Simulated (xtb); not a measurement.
CH3BrOSe, SMILES CO[Se]Br. All values are semi-empirical tight-binding results from xtb (GFN2-xTB unless named), good for trends rather than for accurate numbers. The structure is a stationary point at GFN2-xTB. The structure was generated by enumeration, and PubChem lists no compound with its InChIKey, so it may never have been made. One conformer was computed; it need not be the lowest.

Optimised geometry:

```xyz
7

Se    -0.0128    -0.4114     0.9113
Br     0.7960     1.0465    -0.6602
O     -0.9011    -1.5564    -0.1469
C     -2.1389    -1.1588    -0.6922
H     -2.0216    -0.3063    -1.3688
H     -2.4926    -2.0192    -1.2607
H     -2.8696    -0.9116     0.0824
```

Computed properties:
```json
{
 "orbital_gap": "2.88 eV",
 "zero_point_energy": "25.8 kcal/mol",
 "G − E(el) at 298.15 K (modified RRHO)": "5.7 kcal/mol",
 "static polarisability (D4 model)": "67.8 bohr³",
 "solvation energy, GFN2-xTB/ALPB(water)": "-0.2 kcal/mol",
 "solvation energy, GFN2-xTB/ALPB(benzene)": "-4.3 kcal/mol"
}
```

Computed atomic charges and the Wiberg bond orders between heavy atoms:
charges (e) Se1 0.14, Br2 -0.06, O3 -0.29, C4 0.05, H5 0.05, H6 0.07, H7 0.04. Bond orders Se1–Br2 1.28, Se1–O3 1.22, O3–C4 0.98.
